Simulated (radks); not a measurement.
Q: Re, configuration [Xe] 4f13 5d5 6s2 6p1 (not the ground configuration). Method: Dirac Kohn-Sham, BLYP, spin-unpolarised, spherical densities, point nucleus; open shells fill j = l - 1/2 first; computed with a radial shooting solver on a logarithmic mesh with Libxc functionals.

Spin-orbit splittings of the eigenvalues, e(l+1/2) - e(l-1/2), with zeta = 2 splitting/(2l+1) and mean radii in bohr:

| shell | occ. | splitting (eV) | zeta (eV) | <r> j=l-1/2 | <r> j=l+1/2 |
|---|---|---|---|---|---|
| 2p | 6 | 1440 | 960.1 | 0.06246 | 0.07054 |
| 3p | 6 | ? | ? | 0.1870 | 0.2019 |
| 3d | 10 | 67.85 | 27.14 | 0.1765 | 0.1811 |
| 4p | 6 | 73.43 | 48.95 | 0.4440 | 0.4771 |
| 4d | 10 | 13.63 | 5.451 | 0.4910 | 0.5022 |
| 4f | 13 | 2.610 | 0.7457 | 0.5616 | 0.5694 |
| 5p | 6 | 11.69 | 7.797 | 1.113 | 1.210 |
| 5d | 5 | 1.093 | 0.4373 | 1.709 | 1.775 |
| 6p | 1 | 0.6909 | 0.4606 | 3.909 | 4.434 |

Estimate the 3p splitting.

A: 312.7 eV (zeta = 208.5 eV).
